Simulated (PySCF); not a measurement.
**Computed spin Hamiltonian**

Species: C9H9 (doublet state).
Structure used (GFN2-xTB), in Å, numbered top down from 1:
```xyz
18
C9H9 angstrom
C     -0.278    3.641    0.713
C      0.016    2.488    0.512
C      0.357    1.150    0.282
C     -0.719    0.268    0.174
C     -1.735   -0.383    0.076
C     -2.905   -1.219   -0.043
C      1.727    0.810    0.154
C      2.278   -0.415   -0.015
C      1.554   -1.713   -0.079
H     -0.532    4.643    0.888
H     -3.796   -0.653    0.232
H     -2.820   -2.087    0.613
H     -3.013   -1.569   -1.070
H      2.399    1.660    0.202
H      3.353   -0.468   -0.125
H      0.664   -1.699    0.546
H      2.206   -2.526    0.237
H      1.235   -1.921   -1.103
```

The hyperfine couplings belong to this conformer and change with its torsions.

Identity: `C#CC(=C=[C]C)/C=C\C` [radical].

The calculation used UKS B3LYP, pcH-1 on C H, non-relativistic, mean-field spin-orbit, GIAO (PySCF). One conformer (not necessarily the lowest) at the GFN2-xTB geometry, without solvent, vibrations or thermal averaging. GFN2-xTB frequencies show an imaginary mode (35i cm⁻¹), so this geometry is no minimum at that level. A GFN2-xTB geometry isn't a minimum of the functional, and hyperfine couplings can be far from their values at a DFT geometry. No stability test was run, so a lower SCF solution isn't excluded. ⟨S²⟩ is 0.780 where a pure state has 0.75.

```
g1, g2, g3      : 2.00218, 2.00284, 2.00302
g_iso           : 2.00268
Form of g       : rhombic: the two nearest values differ by 22 % of g3 − g1
⟨S²⟩            : 0.7801 (exact 0.7500)
Basis functions : 315
```

Isotropic coupling and dipolar principal values T1 to T3, in MHz:

```tsv
atom	isotope	a_iso	T1	T2	T3	Mulliken spin population
C1	13C	24.2	-24.9	-18.5	43.4	0.31
C2	13C	-44.3	-13.7	0.0	13.7	-0.16
C3	13C	47.4	-42.0	-40.9	83.0	0.49
C4	13C	-43.1	-12.7	-0.3	13.0	-0.15
C5	13C	24.7	-25.6	-19.1	44.7	0.30
C6	13C	-11.0	-0.7	0.3	0.4	-0.03
C7	13C	-38.5	-22.5	9.0	13.5	-0.20
C8	13C	36.8	-34.2	-32.7	66.9	0.44
C9	13C	-14.0	-0.9	0.2	0.7	-0.03
H10	1H	-23.4	-11.1	-0.9	12.0	-0.01
H11	1H	4.2	-1.6	-1.4	3.0	0.00
H12	1H	30.7	-1.8	-1.3	3.0	0.01
H13	1H	39.1	-1.8	-1.3	3.1	0.02
H14	1H	9.9	-3.7	-2.0	5.7	0.01
H15	1H	-28.0	-16.2	-0.5	16.7	-0.02
H16	1H	18.3	-2.9	0.1	2.9	0.01
H17	1H	12.9	-2.2	-1.5	3.7	0.00
H18	1H	61.6	-1.9	-1.5	3.4	0.02
```

The Mulliken spin populations are largest on C3 (+0.49), C8 (+0.44), C1 (+0.31) and C5 (+0.30). Four atoms exceed +0.15. The positive populations add up to 1.60 and the negative ones to -0.60, together 2S = 1.

The SMILES `C#CC(=C=[C]C)/C=C\C` draws the unpaired electron on C5, whose computed spin population is only +0.30.

Axes: g2 points within 7° of the C8–C9 bond.

Under fast tumbling the dipolar parts average out, and these isotropic splittings remain: 3 × 1H (H16/H17/H18, I = 1/2, 4 lines) with 1.10 mT, 1 × 1H (H15, I = 1/2, 2 lines) with 1.00 mT, 3 × 1H (H11/H12/H13, I = 1/2, 4 lines) with 0.88 mT, 1 × 1H (H10, I = 1/2, 2 lines) with 0.83 mT and 1 × 1H (H14, I = 1/2, 2 lines) with 0.35 mT.

Class means assume fast exchange of nuclei equivalent by connectivity; if that motion is slow, each nucleus keeps its own coupling. The three 1H nuclei of mean +31.0 MHz run from 12.9 to 61.6 MHz in the frozen geometry. The three 1H nuclei of mean +24.7 MHz run from 4.2 to 39.1 MHz in the frozen geometry.

The 13C coupling of C3 (47.4 MHz) shows only in satellite lines or after enrichment, since that isotope makes up about 1.07 % of natural carbon.

β density exceeds α density at some nuclei, such as C2 (-0.0394), C4 (-0.0383) and C7 (-0.0343), spin density in bohr⁻³. In a single determinant that takes different orbitals for the two spins, that is spin polarisation.

The run took 1.7 min wall (with the writing of density and orbital grids) on one thread, Arm Neoverse V1 (aarch64), shared host with 32 logical CPUs at a one-minute load of 9.6, and the process peaked at 1.1 GiB of memory.
